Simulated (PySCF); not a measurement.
In(F)(OH)(NH2) (FH₃InNO), SMILES [F][In]([NH2])[OH]. Coordinates come from a PBE0-D3(BJ)/def2-SVP optimisation. The def2 effective core potentials stand for the cores of In; spin–orbit coupling is left out. The values are those of a single conformer.

Computed equilibrium geometry at PBE0-D3(BJ)/def2-SVP (PySCF confirms it by a frequency run) as Cartesian coordinates in Å (one conformer of several):
```xyz
7

In     0.0326     0.0069     0.0038
F     -1.5108    -1.0178    -0.6510
O      0.1324     1.8362    -0.7604
H     -0.5901     1.9811    -1.3835
N      1.1728    -0.7972     1.4577
H      2.1302    -0.4541     1.4836
H      1.1902    -1.8146     1.4503
```
